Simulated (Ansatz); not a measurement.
A run for Ansatz (a program for electronic structure): U-PBE/def2-TZVPP on Ti, 2S+1 = 5, a spin state set in the input, which need not be the lowest.

Ansatz 0.2 input:
```yaml
crystal:
  periodic: [false, false, false]
  atoms:
    - {symbol: Ti, position_ang: [0.00000000, 0.00000000, 0.00000000]}
basis:
  gaussian:
    orbitals: def2-TZVPP
hamiltonian:
  xc: {name: PBE}
magnetization: {spin_polarized: true, initial_magnetization: 4}
scf: {lower_state_search: full}
```

The head of its log:

```
Functional definition: PBE
[...]
integrals: 0.01 GiB planned
432 factors; their error is unknown
mean field: 0.16 GiB planned
mean field evaluation 1: about -23090.4603 eV, gradient 5.8e1 eV
mean field evaluation 2: about -23043.8130 eV, gradient 1.1e2 eV
```

### Question
Predict the final total energy.

### Answer
-849.1149 hartree.
